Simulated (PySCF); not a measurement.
Ground-state electric properties of a mixed set of molecules.

All values: B3LYP/def2-SVPD (PySCF) at PBE0-D3(BJ)/def2-SVP geometries, gas phase, one conformer each. Core orbitals are frozen in the response; Δα² is half the sum of the squared differences of the principal polarisabilities. The calculation is non-relativistic, for selenium too. Dipoles and anisotropies that the point group forbids are given as zero.

(1) Rank by polarisability anisotropy Δα, lowest first.
A. `[CH2:1]=[CH:2][S:3]([CH3:4])(=[O:5])=[O:6]` with C1–C2–S3–C4 -115°
B. `O=c1[nH]c(=O)[nH]c(=O)[nH]1` (cyanuric acid)
C. `CC(F)(C)C#C` (HC≡CCF(CH3)2)
D. `C1[C@]2(C)[C@H]1[C@H]2F`
E. `[F:1][CH:2]=[C:3]1[CH2:4][CH2:5][CH2:6]1` with C2–C3–C4–C5 162°, C3–C4–C5–C6 11°, C4–C5–C6–C3 -11°, C2–C3–C6–C5 -162°
F. SeMeF5 (`C[Se](F)(F)(F)(F)F`)

(2) Rank by vertical ionisation energy (ΔSCF), lowest first.
A. `C#CC(C)(C)F`
B. `FC=C1CCC1`
C. `O=c1[nH]c(=O)[nH]c(=O)[nH]1`

(3) Rank by mean static polarisability, lowest first.
A. `C[C@@]12C[C@@H]1[C@H]2F`
B. `FC=C1CCC1`
C. `C=CS(C)(=O)=O`
D. `O=c1[nH]c(=O)[nH]c(=O)[nH]1`
E. `C[Se](F)(F)(F)(F)F`

## Answers

(1) F (0.88 Å³), D (1.22 Å³), A (3.13 Å³), C (3.39 Å³), E (3.72 Å³), B (6.37 Å³).

(2) B (9.07 eV), A (10.35 eV), C (10.48 eV).

(3) E (7.07 Å³), A (8.50 Å³), B (8.95 Å³), C (9.65 Å³), D (9.96 Å³).

All values together:

```
                     SMILES   formula  μ (D)  HOMO (eV)  LUMO (eV)  α (Å³)  Δα (Å³)  electrons  α per electron (Å³)  ΔSCF removal energy (eV)
         C[Se](F)(F)(F)(F)F   CH3F5Se   3.90     -11.11      -3.19    7.07     0.88         88                0.080                         –
                  FC=C1CCC1     C5H7F   1.80      -6.70       0.02    8.95     3.72         46                0.195                      9.07
              C=CS(C)(=O)=O   C3H6O2S   4.70      -8.23      -1.57    9.65     3.13         56                0.172                     10.45
O=c1[nH]c(=O)[nH]c(=O)[nH]1  C3H3N3O3   0.00      -8.34      -1.06    9.96     6.37         66                0.151                     10.48
    C[C@@]12C[C@@H]1[C@H]2F     C5H7F   1.66      -7.01       0.57    8.50     1.22         46                0.185                         –
                C#CC(C)(C)F     C5H7F   1.95      -7.86       0.10    9.03     3.39         46                0.196                     10.35
```

Conformers: `[F:1][CH:2]=[C:3]1[CH2:4][CH2:5][CH2:6]1` with C2–C3–C4–C5 162°, C3–C4–C5–C6 11°, C4–C5–C6–C3 -11°, C2–C3–C6–C5 -162°; `[CH2:1]=[CH:2][S:3]([CH3:4])(=[O:5])=[O:6]` with C1–C2–S3–C4 -115°.

A dash marks a removal energy that wasn't run or isn't settled.

Problem. How closely does the mean polarisability follow the number of electrons in this set?

Solution. The correlation coefficient is -0.53; α per electron runs from 0.080 to 0.196 Å³.
